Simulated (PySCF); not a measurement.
Ga(I)2(Me) (CH3GaI2), SMILES [I][Ga]([CH3])[I]. Atoms are numbered in the order given.

```xyz
7

Ga     0.6890    -0.2065     0.4296
I     -1.3246    -1.7077     0.3460
I      0.5097     1.9510    -0.8472
C      2.3215    -0.6922     1.4151
H      2.7292     0.2037     1.9215
H      3.0709    -1.0610     0.6861
H      2.1010    -1.4884     2.1505
```

The structure is a stationary point at PBE-D3(BJ)/def2-SVP. The def2 effective core potentials stand for the cores of I; spin–orbit coupling is left out.

The numbers are results of PBE-D3(BJ)/def2-SVP (PySCF 2.14.0), not measurements.

Frequencies are harmonic and unscaled.

A small imaginary wavenumber (i) marks a very flat motion, where grid noise or a shallow saddle decides the sign.

```tsv
mode	ν (cm⁻¹)	IR (km/mol)	moving atoms (share of kinetic energy)
1	16i	0.0	H 99 %
2	65	0.8	I 74 %, Ga 21 %
3	110	0.6	Ga 53 %, C 25 %, H 17 %
4	114	1.9	C 56 %, H 30 %, I 11 %
5	203	9.1	I 50 %, Ga 39 %, C 9 %
6	264	59.0	Ga 71 %, I 28 %
7	559	24.8	C 63 %, Ga 20 %, H 18 %
8	686	12.3	H 82 %, C 16 %
9	730	64.8	H 81 %, C 18 %
10	1152	0.1	H 81 %, C 19 %
11	1368	0.8	H 95 %
12	1370	5.5	H 95 %
13	2986	0.1	H 98 %
14	3095	0.2	H 91 %, C 9 %
15	3116	0.1	H 90 %, C 10 %
```
